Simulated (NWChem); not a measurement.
CH3Cl2In; SMILES [CH3][In]([Cl])[Cl]

```xyz
7

In    -0.2674     0.0000     0.0007
Cl     1.0519     1.9424    -0.0005
Cl     1.0551    -1.9407    -0.0004
C     -2.4047    -0.0053    -0.0010
H     -2.7681    -1.0367     0.0906
H     -2.7567     0.4372    -0.9433
H     -2.7631     0.6022     0.8412
```
Atoms are numbered in this order, from 1.

Computed with NWChem. All runs use the structure optimised with PBE0/def2-SVP. Not confirmed as a minimum by frequencies. def2 effective core potentials on In; no spin-orbit coupling. Ions are spin-unrestricted doublets at the neutral geometry; other ion states weren't tried.

For level PBE/def2-SVP:

* **−ε(HOMO) (eV)**: 7.06

Task: Estimate the same quantities for level PBE0/def2-SVP.

Result: The −ε(HOMO) (eV) comes out as 8.41.
